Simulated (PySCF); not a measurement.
## [Tm(OH)2]+ at several levels of theory

Computed with PySCF 2.14.0 (density fitting, no spin-orbit coupling) at the geometry relaxed with PBE0:

```xyz
5
[Tm(OH)2]+ (singlet in the valence; each metal's 4f electrons, 12 of them, lie in its core potential, out of spins and levels)
Tm    0.0000    0.0000   -0.5289
O     1.6252   -0.0348    0.5021
H     2.2977   -0.0498    1.1897
O    -1.6252    0.0348    0.5021
H    -2.2977    0.0498    1.1897
```

```json
{"level": "PBE0", "basis": "Tm lcecp-1-SVP with ECP58, O def2-SVP, H def2-SVP", "state": "singlet", "HOMO (eV)": "-13.75", "gap (eV)": "6.45", "charge on Tm1 (e)": "1.38", "population of f-type functions on Tm1 (polarisation alone where 4f lies in the core)": "0.07", "dipole about the centre of mass (D)": "2.42", "largest force component (eV/Å)": "0.01"}
{"level": "r2SCAN", "basis": "the same", "state": "singlet", "HOMO (eV)": "-12.45", "gap (eV)": "5.03", "charge on Tm1 (e)": "1.36", "population of f-type functions on Tm1 (polarisation alone where 4f lies in the core)": "0.06", "dipole about the centre of mass (D)": "2.34", "largest force component (eV/Å)": "0.32"}
{"level": "PBE0", "basis": "Tm lcecp-1-TZVP with ECP58, O def2-TZVP, H def2-TZVP", "state": "singlet", "HOMO (eV)": "-13.80", "gap (eV)": "6.52", "charge on Tm1 (e)": "1.78", "population of f-type functions on Tm1 (polarisation alone where 4f lies in the core)": "0.07", "dipole about the centre of mass (D)": "2.61", "largest force component (eV/Å)": "0.18"}
```

In the lcecp rows the 4f levels are missing from HOMO and gap, and the state counts the valence alone.

Charges are Mulliken's, which hang on the basis. The relaxation used the grid (50, 194), these runs (75, 302) or, all-electron (x2c bases, spin-free X2C Hamiltonian), (99, 590).

(1) What does HF with Tm lcecp-1-SVP with ECP58, O def2-SVP, H def2-SVP give here?

An lcecp potential fixes the number of 4f electrons, so in runs with it no electron can move into or out of that shell.

## Answers

(1) state singlet, HOMO (eV) -17.83, gap (eV) 12.77, charge on Tm1 (e) 1.75, population of f-type functions on Tm1 (polarisation alone where 4f lies in the core) 0.07, dipole about the centre of mass (D) 3.35, largest force component (eV/Å) 1.19. Time: 1.2 s on 2 threads of Arm Neoverse V1, with other jobs on the host, from an already converged density.
